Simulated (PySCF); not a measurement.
Geometry:
```
atom   x (Å)   y (Å)   z (Å)
  C1   4.751  -0.204   1.509
  C2   3.648   0.185   1.233
  C3   2.358   0.658   0.923
  C4   1.619   0.174  -0.073
  C5   0.250   0.657  -0.417
  C6  -0.786  -0.462  -0.265
  C7  -2.188   0.005  -0.645
  C8  -3.218  -1.107  -0.487
  H9   5.713  -0.547   1.747
 H10   1.990   1.464   1.548
 H11   2.004  -0.634  -0.683
 H12  -0.023   1.498   0.224
 H13   0.243   1.004  -1.455
 H14  -0.501  -1.307  -0.896
 H15  -0.786  -0.809   0.772
 H16  -2.184   0.353  -1.681
 H17  -2.469   0.852  -0.014
 H18  -2.968  -1.952  -1.124
 H19  -4.208  -0.752  -0.761
 H20  -3.250  -1.453   0.544
```

Geometry: GFN2-xTB; GIAO shifts from PySCF 2.14.0 with density-fitted response routines, gas phase, non-relativistic, averaged over equivalent atoms.

At HF/pcSseg-1 (196 basis functions, of the order of 29 core-seconds):
```csv
atoms,δ (ppm)
C4,159.9
C3,113.6
C1,87.4
C2,79.9
C5,35.8
C6,34.5
C7,25.7
C8,17.1
H11,6.66
H10,5.60
H9,2.90
H12/H13,1.96
H16/H17,1.19
H14/H15,1.13
H18/H19/H20,1.12
```

Shifts are taken against calculated references (same method and geometry level): TMS for $^{13}$C (σ = 193.38 ppm), $^{1}$H (σ = 32.15 ppm).

Q: What do these become at wB97X-D/6-31++G**?

A: 
```
      atoms  δ at wB97X-D/6-31++G**  change
         C4                   147.4   -12.5
         C3                   106.8    -6.8
         C1                    74.9   -12.5
         C2                    78.7    -1.2
         C5                    38.9    +3.1
         C6                    36.2    +1.7
         C7                    27.4    +1.7
         C8                    16.5    -0.6
        H11                    6.80   +0.14
        H10                    5.75   +0.15
         H9                    2.49   -0.41
    H12/H13                    2.15   +0.19
    H16/H17                    1.42   +0.23
    H14/H15                    1.40   +0.27
H18/H19/H20                    1.02   -0.10
```

Scale: $^{13}$C (198.85 ppm) and $^{1}$H (31.97 ppm) against TMS (reference shieldings calculated alike).

The largest change is at C4 (alkene CH). Cost: 216 basis functions, of the order of 110 core-seconds. The order of the carbon signals changes between the two levels.
